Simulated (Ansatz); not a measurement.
One change: `[NH2][W](=[O])([F])=[S]` becomes `[NH2][W](=[O])([OH])=[S]`.

Ansatz, PBE0-D4/def2-TZVP geometries, multiplicity 1. Each molecule was computed in one conformer, which needn't be the lowest.

Elements past krypton have def2 core potentials.

| property | `[NH2][W](=[O])([F])=[S]` |
| --- | --- |
| LUMO energy (ωB97M-V/def2-TZVPP) / eV | -0.34 |
| HOMO–LUMO gap (B3LYP/def2-TZVPP) / eV | 4.92 |
| zero-point energy (PBE0-D4/def2-TZVP) / kJ/mol | 86.9 |
| ideal-gas entropy at 298 K and 1 bar (rigid rotor, harmonic PBE0-D4/def2-TZVP) / J/(mol·K) | 348 |
| HOMO energy (PBE0/def2-TZVPP) / eV | -7.76 |
| HOMO energy (B3LYP/def2-TZVPP) / eV | -7.52 |

**Question.** Give the same properties after the change, and the shifts. (Estimate.)

**Answer.** Computed: 
| property | `[NH2][W](=[O])([OH])=[S]` | shift |
| --- | --- | --- |
| LUMO energy (ωB97M-V/def2-TZVPP) / eV | 0.01 | 0.35 |
| HOMO–LUMO gap (B3LYP/def2-TZVPP) / eV | 4.90 | -0.02 |
| zero-point energy (PBE0-D4/def2-TZVP) / kJ/mol | 114.6 | 27.7 |
| ideal-gas entropy at 298 K and 1 bar (rigid rotor, harmonic PBE0-D4/def2-TZVP) / J/(mol·K) | 360 | 12 |
| HOMO energy (PBE0/def2-TZVPP) / eV | -7.38 | 0.38 |
| HOMO energy (B3LYP/def2-TZVPP) / eV | -7.13 | 0.39 |

The zero-point energy changes by 27.7 kJ/mol with +3 modes.

B3LYP here is the variant with VWN-RPA as its local correlation; programs differ in this.
